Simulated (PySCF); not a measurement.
C4H10Si2, SMILES C=C1CC[Si@H]1[SiH3].

Coordinates come from a B3LYP-D3(BJ)/def2-SVP optimisation. The geometry has at least one imaginary mode, so it is a saddle point at that level. The structure was generated by enumeration; whether it is a known compound was not checked.

All values below come from PySCF with PBE/def2-TZVP.

Gas-phase values at a fixed geometry.

Computed frontier levels, gap, dipole moment and polarisability:
The highest occupied level comes out as -6.14 eV. The lowest empty level is -1.60 eV. The orbital gap is 4.55 eV. The dipole moment comes out as 0.83 D and the quadrupole, principal values (traceless, Buckingham form, about the centre of nuclear charge) is -2.76, 0.64, 2.12 D·Å. The mean static polarisability is 109.3 bohr³ (16.19 Å³) and the polarisability, principal values comes out as 87.4, 110.2, 130.2 bohr³.
